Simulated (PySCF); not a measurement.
Si(Me)2(OH)2 (C2H8O2Si), SMILES C[Si](C)(O)O.

Geometry: B3LYP-D3(BJ)/def2-SVP. One conformer was computed; it need not be the lowest.

Two levels are set side by side: TDA-PBE/def2-SVPD (PySCF) and TDA-B3LYP/def2-SVPD (PySCF). Vertical, same geometry. The lowest singlet is HOMO→LUMO 99 % with PBE and HOMO→LUMO 98 % with the other functional; states are paired by order. Differences are taken from unrounded values.

| quantity | TDA-PBE |
|---|---|
| lowest singlet excitation (eV) | 6.16 |
| lowest triplet excitation (TDA) (eV) | 6.00 |

These are the TDA-PBE values. What does TDA-B3LYP give? (Estimate from the structure and the level; the computed values follow.)


| quantity | TDA-B3LYP | TDA-PBE minus TDA-B3LYP |
|---|---|---|
| lowest singlet excitation (eV) | 6.83 | -0.67 |
| lowest triplet excitation (TDA) (eV) | 6.64 | -0.64 |

A lower first singlet is the usual sign of a functional without exact exchange. Differences between two approximate levels are no errors against the true value.

Rough cost on one machine, each run with all the roots and properties that it gave: TDA-B3LYP against TDA-PBE about 2 times.
